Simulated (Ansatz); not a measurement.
`CC1[NH][AlH][O]1` + H₂ → `C1[NH][AlH][O]1` + CH₄ at 700 K and 1 bar (hydrogenolysis of a C–C bond).

Isolated molecules relaxed with PBE0-D4/def2-TZVP in Ansatz; ΔE leaves out vibrations. CCSD(T)/CBS is the MP2 limit (def2-TZVPP, def2-QZVPP) plus CCSD(T) − MP2 in def2-TZVPP, frozen cores. This one scheme is used for every species.

```csv
species,CCSD(T)/CBS energy (Eh),H − E (kJ/mol),S (J/(mol·K))
`CC1[NH][AlH][O]1`,-451.65285,290.1,427.4
H₂,-1.17544,46.8,155.3
`C1[NH][AlH][O]1`,-412.38241,199.4,370.4
CH₄,-40.46206,145.9,224.0
```

H − E and S are ideal-gas, rigid-rotor, harmonic terms from PBE0-D4/def2-TZVP, for one conformer and one mirror image of each species. For small species the MP2-based limit differs from directly extrapolated CCSD(T) by up to some mEh (0.8 for H₂); such offsets cancel only in part. 1 Eh = 2625.50 kJ/mol, R = 8.31446 J/(mol·K).

By hand: ΔE, ΔH, ΔS and ΔG.

ΔE = (-412.38241) + (-40.46206) − (-451.65285) − (-1.17544) = -0.01618 Eh = -42.5 kJ/mol. Δ(H − E) = 199.4 + 145.9 − 290.1 − 46.8 = 8.4, so ΔH = -34.1 kJ/mol. ΔS = 370.4 + 224.0 − 427.4 − 155.3 = 11.7 J/(mol·K). ΔG = -34.1 − 700 × (11.7)/1000 = -42.3 kJ/mol.

By hand: the equilibrium constant, and the temperature at which ΔG would vanish if ΔH and ΔS stayed fixed.

log₁₀ K = −ΔG/(RT ln 10) = 3.2. ΔH and −TΔS have one sign here, so there is no such temperature.

The number of gas molecules stays the same, so ΔS is small and ΔH decides. A doubt of 5 kJ/mol in ΔE shifts log₁₀ K by 0.4 here. Other conformers and mirror images would add mixing entropy, several J/(mol·K) or more a flexible species. These are equilibria of isolated gas molecules and say nothing of rates. Largest T1 diagnostic: 0.014 (customary marks: 0.02 for closed shells, 0.045 for open ones).

ΔS is within the doubt of such terms, so its sign, and with it that verdict, could turn.
